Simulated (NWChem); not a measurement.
System: C2H4BNO; SMILES CBN=C=O

Input file for NWChem:

```
start job
memory heap 200 mb stack 900 mb global 1100 mb
geometry units angstroms noautoz
  B     -0.895523     0.448298    -0.721299
  H     -1.738307    -0.236999    -1.229547
  C     -0.872505     1.998090    -0.944976
  H     -0.820515     2.217594    -2.021482
  H     -0.054244     2.519949    -0.439916
  H     -1.826382     2.433468    -0.612121
  N      0.072249    -0.206467     0.087736
  C      0.668950    -1.080472     0.660553
  O      1.301899    -1.880624     1.248242
end
basis spherical
  B library 6-31+g*
  H library 6-31+g*
  C library 6-31+g*
  N library 6-31+g*
  O library 6-31+g*
end
dft
  xc xpbe96 cpbe96
  iterations 150
  mulliken
end
task dft energy
```

Geometry: optimised at B3LYP/6-31G* (spherical d).

Q: What results follow from this input? (PBE/6-31+G* (spherical d).) Quantities: basis functions; energy (Ha); highest occupied level (eV); orbital gap (eV); dipole (D).

A: 
```yaml
number_of_basis_functions: 98
energy (Ha): -233.21
highest occupied level (eV): -6.86
orbital gap (eV): 4.42
dipole (D): 1.84
```
